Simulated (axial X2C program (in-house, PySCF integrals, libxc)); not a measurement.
# Low determinants of TeSe⁻ at the PBE0 level, with spin–orbit coupling

All values were computed with an axial X2C code built on PySCF integrals. Two-component (2c) means X2C with spin–orbit coupling and atomic mean-field two-electron Coulomb and Gaunt terms. Basis: Te dyall-acv3z [12s13p9d5f1g], Se dyall-acv3z [9s10p7d5f1g] (cores contracted in-house); Gaussian nuclei, density fitting, unrestricted open shells. Masses: Te 129.906 u, Se 79.917 u.

Search at 2.474 Å (vertical energies from the lowest determinant):

```tsv
ΔE (eV)	state	electrons beyond evenly filled partner blocks	electrons in ±ω = 1/2, 3/2, 5/2, 7/2
0.00	Ω = 3/2	ω = 3/2	56 25 6 0
0.35	Ω = 1/2	ω = 1/2	55 26 6 0
2.04	Ω = 1/2	2 × ω = -1/2, ω = 3/2	56 25 6 0
2.08	Ω = 1/2	ω = 1/2	57 24 6 0
2.43	Ω = 5/2	2 × ω = 1/2, ω = 3/2	56 25 6 0
3.25	Ω = 7/2	ω = 1/2, 2 × ω = 3/2	57 24 6 0
3.38	Ω = 5/2	ω = -1/2, 2 × ω = 3/2	55 26 6 0
```

Lowest determinant, Ω = 3/2 (⟨Sz⟩ = 0.50, ⟨Lz⟩ = 1.00 at PBE0): Re = 2.466 Å, ωe = 270.4 cm⁻¹.

The determinant in row 2 of the search, Ω = 1/2 (⟨Sz⟩ = -0.49, ⟨Lz⟩ = 0.99 at PBE0), was followed along the bond at PBE0; measured from the minimum of the lowest determinant it gives:

Te = 0.350 eV (2825 cm⁻¹), Re = 2.467 Å, ωe = 268.1 cm⁻¹.

Problem. Compare the bond of the determinant in row 2 with that of the lowest one.

Solution. At PBE0 its Re is 0.001 Å longer and its force constant, which goes as ωe², is 0.98 times that of the lowest determinant. T0 ≈ Te + Δωe/2 = 2825 + (-1) = 2824 cm⁻¹.

The search compares states at one distance, so a state with another bond length can lie lower; it is not exhaustive and yields mostly the lowest determinant of each block pattern, so other components and higher states of one pattern are missing. These are energies of single determinants, not of spin-adapted states; PBE0 term energies can be off by some tenths of an eV, and the functional has no current term. For an anion, determinants above electron detachment are held by the basis set. The highest occupied level of some functionals is positive through self-interaction error; at Hartree–Fock it is bound. Row 2 has a positive highest level at its minimum.
